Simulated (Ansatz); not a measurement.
System: CdBr, net charge 0, doublet state. The spin state was set by rule; other spins were not relaxed. SMILES: [Br][Cd]
Geometry: optimised at B3LYP-D3(BJ)/def2-TZVP (Ansatz, a quantum-chemistry and plane-wave program).

Quantity: vertical ionisation energy (to the singlet state of charge +1; each state is the SCF solution reached for its spin; for the singlet T1 is 0.026), in eV. Cores are frozen in the correlated levels unless marked. UHF or UKS for open shells. Spin-orbit coupling is left out. The frozen core is the preceding noble-gas configuration, with the filled d and f shells of earlier blocks. Past Kr the def2 sets carry scalar-relativistic core potentials. Basis-set limits of correlation are two-point, X^-3; Hartree-Fock from the larger set.

```tsv
level	program	vertical ionisation energy (eV)
PBE/def2-TZVPD	Ansatz	8.62
CAM-B3LYP/def2-TZVPD	Ansatz	8.82
wB97X-V/def2-TZVPD	Ansatz	8.61
```

### Question
What does CCSD(T)/CBS(def2-TZVPPD,def2-QZVPPD) (Ansatz) give?

### Answer
8.64 eV, so wB97X-V/def2-TZVPD differs from it by -0.03 eV.
